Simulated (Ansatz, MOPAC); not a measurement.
Species: SnBr (charge +1, singlet). SMILES: [Sn+][Br]
Geometry: optimised at B3LYP-D3(BJ)/def2-TZVP (Ansatz, a first-principles code).

Property: vertical electron affinity to the doublet, in eV. Set-up: STO-3G and 3-21G all-electron and non-relativistic; UHF or UKS for open shells; LANL2DZ with its own core potentials from Na on; PM7 with its own dispersion and hydrogen-bond terms; spin-orbit terms left out; def2 sets with scalar-relativistic core potentials past Kr; each state is the SCF solution reached for its charge and spin. First-principles rows: single points at B3LYP-D3(BJ) geometries (Ansatz). Semi-empirical rows: differences of heats of formation at the shared geometry for vertical values. The spin state of an ion or metal species was assumed, not searched.

```tsv
level	program	vertical electron affinity to the doublet (eV)
PM7	MOPAC	8.28
HF/LANL2DZ	Ansatz	6.97
PBE/LANL2DZ	Ansatz	7.06
B3LYP/STO-3G	Ansatz	4.09
B3LYP/3-21G	Ansatz	6.79
B3LYP/LANL2DZ	Ansatz	7.14
PBE/def2-TZVPD	Ansatz	6.76
B3LYP/def2-TZVPD	Ansatz	6.88
PBE0/def2-TZVPD	Ansatz	6.91
```

No value to compare with is used here. The 6 habitual levels span 4.09 (B3LYP/STO-3G) to 8.28 eV (PM7); PBE/def2-TZVPD gives 6.76.

The levels are drawn from those run, B3LYP/6-31G* more often than the rest, none by its result; left out are runs that failed, that the program found above a lower state of the same kind, or whose <S^2> lies over 0.5 above the pure value.
